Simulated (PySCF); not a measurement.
A structure optimised at PBE-D3(BJ)/def2-SVP, used in a PySCF frequency run:

```
Ge
H 1 1.5476
H 1 1.5476 2 111.11
H 1 1.5518 2 111.29 3 -124.61
Se 1 2.3859 2 109.48 3 121.04
Br 5 2.3655 1 95.59 2 -61.01
```

Question: Write its SMILES, formula and point group.

Answer: [GeH3][Se]Br, BrGeH3Se, Cs

Question: What are its rotational constants (standard atomic weights)?

Answer: 3.6119, 1.0305, 0.81018 GHz
